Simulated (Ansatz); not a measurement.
Isolated molecules relaxed with PBE0-D4/def2-TZVP in Ansatz; ΔE leaves out vibrations. CCSD(T)/CBS is the MP2 limit (def2-TZVPP, def2-QZVPP) plus CCSD(T) − MP2 in def2-TZVPP, frozen cores. This one scheme is used for every species. Functionals use def2-TZVPP. Each species was taken in one conformer, which may not be the lowest.

Reaction (formal hydrolysis of the Al–O bond): `C[O][Al]([OH])[SH]` + H₂O → `[OH][Al]([OH])[SH]` + CH₃OH

`C[O][Al]([OH])[SH]`:

```xyz
10

C    -1.889    0.517   -0.351
O    -0.594    0.288   -0.822
Al    0.858   -0.182   -0.136
O     2.195   -0.322   -1.152
S     0.910   -0.578    2.010
H    -2.598   -0.135   -0.872
H    -1.988    0.332    0.726
H    -2.180    1.555   -0.543
H     3.068   -0.581   -0.868
H     2.217   -0.892    2.008
```

H₂O:

Z-matrix (Å, degrees):
```
O
H 1 0.960
H 1 0.960 2 105.1
```

`[OH][Al]([OH])[SH]`:

Z-matrix (Å, degrees):
```
Al
O 1 1.687
S 1 2.166 2 116.6
O 1 1.690 2 125.9 3 -180.0
H 2 0.954 1 126.3 3 -180.0
H 3 1.345 1 91.4 2 -180.0
H 4 0.955 1 125.7 2 0.1
```

CH₃OH:

Cartesian coordinates in Å:
```
C -0.109 0.008 0.339
O 0.804 -0.118 -0.727
H 0.456 -0.123 1.262
H -0.895 -0.757 0.309
H -0.584 0.997 0.368
H 0.327 -0.008 -1.551
```

```json
{"level": "CAM-B3LYP-D4", "ΔE (kJ/mol)": "-4.8"}
{"level": "B2PLYP", "ΔE (kJ/mol)": "-6.4"}
```

Q: What does CCSD(T)/CBS give? (An estimate is asked.)

A: Computed: -3.0 kJ/mol. The listed levels differ from it by -1.8, -3.4 kJ/mol.

Largest T1 diagnostic among the species: 0.012.

Leaving LDA and LC-ωPBE aside and taking each functional with its dispersion term where it has one, the values, not all of them listed here, spread over 3.5 kJ/mol, from B97M-V to BHLYP-D4. In def2-TZVPP, CCSD(T) changes the Hartree–Fock value by +3.3 kJ/mol (the triples alone add +0.6 kJ/mol) and MP2 by +3.6 kJ/mol.
